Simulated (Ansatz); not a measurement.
Cost against result

Saddle point of SiNH6BrO, singlet (SiH₃BrO ([OH][SiH2][Br]) + NH₃ → SiNH₅O ([NH2][SiH2][OH]) + HBr (still joined by a long H–N bond); bonds formed: Si1–N7, Br2–H6; bonds broken: Si1–Br2; bonds weakened to dative contacts: H6–N7), PBE0-D4/def2-TZVP structure:

```csv
atom,x (Å),y (Å),z (Å)
Si1,-0.2934,-0.2938,-0.5809
Br2,1.8435,-1.1677,0.3648
H3,-1.6833,0.2680,-0.5117
H4,0.3682,0.3425,-1.7412
O5,-0.8293,-1.8475,-0.7113
H6,1.1259,1.3109,0.7747
N7,0.1251,1.1268,0.7698
H8,-0.1312,-2.5060,-0.6424
H9,-0.1170,0.7955,1.7000
H10,-0.4085,1.9714,0.5784
```

Barriers are electronic and count from the start structure reached by relaxing down the imaginary mode.

Computed with Ansatz 0.2.0 (basis: as named in each row); correlated methods freeze the cores. Filled d shells of the heavier atoms are correlated. The def2 sets are not built for correlating such inner shells, so the correlated values are less sure here. B3LYP uses VWN-RPA correlation. Extrapolation: Hartree–Fock as exp(−7.88 √X), correlation as X^−2.97.

Times are rough, for one single point on 8 threads of a shared host (Arm Neoverse V2).

The estimate by CCSD(T) at an estimated basis limit (MP2 extrapolated from triple and quadruple zeta, plus CCSD(T) − MP2 in triple zeta) is 0.363 eV.

| method | basis | time (s) | barrier (eV) | method less estimate |
| --- | --- | --- | --- | --- |
| HF | STO-3G | under 1 | 1.072 | 0.709 |
| PBE-D4 | STO-3G | under 1 | 0.185 | -0.179 |
| SPW92 | def2-SVP | under 1 | 0.031 | -0.332 |
| PBE-D4 | def2-SVP | under 1 | 0.238 | -0.125 |
| B3LYP-D4 | 6-31G | under 1 | 0.097 | -0.266 |
| PBE0-D4 | def2-SVP | under 1 | 0.283 | -0.080 |
| SPW92 | def2-TZVPP | under 1 | 0.078 | -0.285 |
| PBE-D4 | def2-TZVPP | 1 | 0.272 | -0.092 |
| BLYP-D4 | def2-TZVPP | 1 | 0.377 | 0.013 |
| BHLYP-D4 | def2-TZVPP | 2 | 0.425 | 0.061 |
| PBE0-D4 | def2-TZVPP | 2 | 0.300 | -0.064 |
| B3LYP-D4 | def2-TZVPP | 2 | 0.391 | 0.028 |
| r2SCAN-D4 | def2-TZVPP | 2 | 0.292 | -0.071 |
| CAM-B3LYP-D4 | def2-TZVPP | 2 | 0.383 | 0.019 |
| wB97M-V | def2-SVP | 3 | 0.322 | -0.041 |
| r2SCAN0-D4 | def2-TZVPP | 3 | 0.312 | -0.051 |
| RPA on PBE | def2-TZVPP | 3 | 0.408 | 0.044 |
| CCSD(T) | def2-SVP | 3 | 0.424 | 0.061 |
| B2PLYP | def2-TZVPP | 4 | 0.395 | 0.032 |
| PBE-QIDH | def2-TZVPP | 4 | 0.319 | -0.045 |
| B97M-V | def2-TZVPP | 4 | 0.339 | -0.025 |
| wB97X-V | def2-TZVPP | 5 | 0.366 | 0.002 |
| wB97M-V | def2-TZVPP | 6 | 0.352 | -0.011 |
| MP2 | def2-QZVPP | 26 | 0.342 | -0.021 |
| CCSD(T) | def2-TZVPP | 93 | 0.379 | 0.016 |

All methods are single points on the PBE0-D4 structures.

T1 diagnostic: at most 0.010.

The step is the kind of exchange with an N–H group that builds nitride films in atomic layer and chemical vapour deposition.

Labels in which every atom is bracketed show which atoms are joined, not bond orders.
